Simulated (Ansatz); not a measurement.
The same path of AlFH6N2 (10 atoms, charge 0, multiplicity 1) was run twice with different band settings. Lost on the way: Al1–H2, F9–H10. Made: H2–H10.

Theory: RKS PBE0/6-31G* (Ansatz).

Relaxed end points:

```xyz
10
Properties=species:S:1:pos:R:3
Al 0.009 0.053 -0.074
H 0.015 -0.521 1.455
N 1.560 0.033 -0.956
H 2.447 -0.195 -0.530
H 1.683 0.218 -1.941
N -1.550 0.095 -0.939
H -2.448 -0.037 -0.496
H -1.670 0.235 -1.932
F 0.041 1.827 1.091
H 0.050 1.189 1.805
```

```xyz
10
Properties=species:S:1:pos:R:3
Al 0.012 0.689 -0.624
H 0.057 0.055 2.978
N 1.558 0.043 -1.194
H 1.670 -0.714 -1.853
H 2.457 0.377 -0.880
N -1.560 0.103 -1.186
H -1.704 -0.648 -1.845
H -2.446 0.474 -0.873
F 0.039 1.922 0.489
H 0.055 0.598 2.468
```

Common settings: spring 5.0 eV/Å²; optimiser quadratic models (default); start path through a guess of the saddle point; force threshold 0.03 eV/Å; iteration limit 60; end points relaxed.

| run | movable images | climbing image |
| --- | --- | --- |
| 1 | 5 | yes |
| 2 | 8 | no |

**Question.** What does each run give, and how far can it be trusted?

**Answer.** Run 1: converged after 39 iterations, highest image 0.004 eV above the first end. Beside the main top the profile has a ripple of under 15 meV (maxima at images 1, 5), which may be a very shallow well or noise. Neighbouring images differ by up to 1.5 eV, so the band resolves the path poorly. The top lies less than 8 meV above the higher end, about what the thresholds resolve: that end is a shoulder or a very shallow well. A vibrational analysis at the climbing image gives one clearly imaginary mode, 224i cm⁻¹: a first-order saddle point.
Run 2: converged after 30 iterations, highest image 0.008 eV above the first end. Beside the main top the profile has a ripple of under 15 meV (maxima at images 1, 7), which may be a very shallow well or noise. Neighbouring images differ by up to 1.4 eV, so the band resolves the path poorly. The top lies less than 8 meV above the higher end, about what the thresholds resolve: that end is a shoulder or a very shallow well. No image climbed, so the highest image needn't sit at the top of the path.
The orbitals stay closed-shell, which can raise the energy where a bond breaks towards radicals; this wasn't checked here.
